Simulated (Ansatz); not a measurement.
**Molecular dynamics of C3H8AlN**

input.yaml

```yaml
crystal:
  periodic: [false, false, false]
  atoms:
    - { symbol: C, position_ang: [-1.156318, 1.138497, 1.049434] }
    - { symbol: "N", position_ang: [-0.113208, 0.24206, 0.48764] }
    - { symbol: C, position_ang: [-0.331943, -0.369401, -0.84031] }
    - { symbol: C, position_ang: [1.083878, -1.107958, -1.043236] }
    - { symbol: Al, position_ang: [1.543401, -0.222434, 0.588411] }
    - { symbol: H, position_ang: [-1.387323, 2.048559, 0.381045] }
    - { symbol: H, position_ang: [-0.880296, 1.481875, 2.061886] }
    - { symbol: H, position_ang: [-2.097537, 0.492976, 1.108807] }
    - { symbol: H, position_ang: [-1.128207, -1.128166, -0.844333] }
    - { symbol: H, position_ang: [-0.607622, 0.411026, -1.613051] }
    - { symbol: H, position_ang: [0.994503, -2.18766, -0.975904] }
    - { symbol: H, position_ang: [1.670489, -0.602264, -1.811558] }
    - { symbol: H, position_ang: [2.575576, 0.081013, 1.613438] }
basis:
  gaussian: { orbitals: STO-3G }
hamiltonian:
  xc: pbe0
  dispersion: d4
md:
  timestep: 0.5
  n_steps: 266
  ensemble: nve
  temperature: 300.0
  initial_velocities: maxwell_boltzmann
  seed: 512063
```

Command:

```bash
$ ansatz run input.yaml --threads 1 --pin off --max-ram 2048MiB --backend cpu --events-out ev --progress --plain --runs-dir out
```

It goes on from the last frame of an earlier run, with new velocities.

Output, in part (step lines, the closing report, with atoms numbered from 0):

```
md step     0: t =     0.00 fs  T =   300.0 K  F+E_penalty+E_count = -11183.07907862 eV  E_kin = 0.426558 eV  conserved = -11182.65252063 eV  (22 SCF iters)
[... lines left out ...]
Total energy: -11183.16856215 eV, -410.9738644351 hartree
Atom 0 at    -1.138496     1.143964     0.982795 Å, force    -0.660096    -0.136884     1.260941 eV/Å
Atom 1 at    -0.105244     0.215632     0.508119 Å, force    -0.752705     0.799849    -0.558462 eV/Å
Atom 2 at    -0.363925    -0.410300    -0.829014 Å, force     1.187504    -1.665805     1.480291 eV/Å
Atom 3 at     1.053295    -1.030647    -1.085545 Å, force     1.044313    -0.653060    -0.147611 eV/Å
Atom 4 at     1.556889    -0.227717     0.633251 Å, force    -0.396471    -0.718792    -0.963180 eV/Å
Atom 5 at    -1.291094     2.041948     0.298431 Å, force     0.018428    -0.928079     0.736640 eV/Å
Atom 6 at    -0.774433     1.487376     1.990557 Å, force    -0.575031     0.227677    -0.767248 eV/Å
Atom 7 at    -2.154745     0.622299     1.172818 Å, force     1.444238     0.883604    -0.554193 eV/Å
Atom 8 at    -1.073391    -1.258142    -0.682226 Å, force    -0.406462     0.636743    -0.728632 eV/Å
Atom 9 at    -0.654387     0.304796    -1.585993 Å, force    -0.758694     0.477510    -0.727959 eV/Å
Atom 10 at     0.992543    -2.135730    -1.324798 Å, force     0.202548     1.256175     0.637003 eV/Å
Atom 11 at     1.589770    -0.569846    -1.944732 Å, force    -0.530943    -0.082871     0.311548 eV/Å
Atom 12 at     2.566757     0.114281     1.675046 Å, force     0.183370    -0.096066     0.020863 eV/Å
Dipole moment:     0.218795     0.044422     0.111707 e Å
```

The steps, from the saved trajectory:

```
time (fs)  T (K)  potential energy less start (eV)  conserved less start (meV/atom)
      0.0    300                             0.000                             0.00
      4.0    463                            -0.233                            -0.09
      8.0    368                            -0.096                             0.03
     12.0    278                             0.033                             0.09
     16.0    246                             0.079                             0.14
     20.0    314                            -0.019                             0.07
     24.0    414                            -0.163                            -0.08
     28.0    303                            -0.004                             0.00
     32.0    348                            -0.069                             0.02
     36.0    280                             0.030                             0.12
     40.0    258                             0.061                             0.11
     44.0    310                            -0.013                             0.03
     48.0    283                             0.025                             0.00
     52.0    325                            -0.037                            -0.04
     56.0    276                             0.035                             0.03
     60.0    271                             0.042                             0.08
     64.0    276                             0.035                             0.08
     68.0    270                             0.044                             0.05
     72.0    325                            -0.036                            -0.02
     76.0    290                             0.015                            -0.02
     80.0    307                            -0.009                             0.00
     84.0    296                             0.006                             0.07
     88.0    270                             0.044                             0.10
     92.0    363                            -0.090                             0.01
     96.0    319                            -0.028                            -0.03
    100.0    295                             0.007                            -0.01
    104.0    341                            -0.057                             0.05
    108.0    319                            -0.027                             0.05
    112.0    351                            -0.074                            -0.04
    116.0    338                            -0.053                             0.00
    120.0    316                            -0.021                             0.07
    124.0    291                             0.014                             0.07
    128.0    341                            -0.059                            -0.03
    132.0    372                            -0.104                            -0.09
```

The run went to its last step. The conserved energy stayed within 0.14 meV per atom of its start (net change -0.053 meV per atom), so the integration is sound. A run of 0.13 ps of so small a system gives no equilibrium averages. Limits of this set-up: minimal basis.

The same pairs are bonded in the first frame and the last. Pairs count as bonded within 1.25 times the sum of covalent radii (0.12 Å more for H–H).

Last frame:

```xyz
13
Properties=species:S:1:pos:R:3
C -1.139 1.144 0.983
N -0.105 0.216 0.508
C -0.364 -0.410 -0.829
C 1.053 -1.031 -1.085
Al 1.557 -0.228 0.633
H -1.291 2.042 0.298
H -0.774 1.487 1.991
H -2.155 0.622 1.173
H -1.073 -1.258 -0.682
H -0.654 0.305 -1.586
H 0.993 -2.136 -1.325
H 1.590 -0.570 -1.945
H 2.567 0.114 1.675
```

Run time: 6.3 min on 1 thread of Intel(R) Xeon(R) 6975P-C (Granite Rapids), with other jobs on the host, peak memory 0.2 GiB.
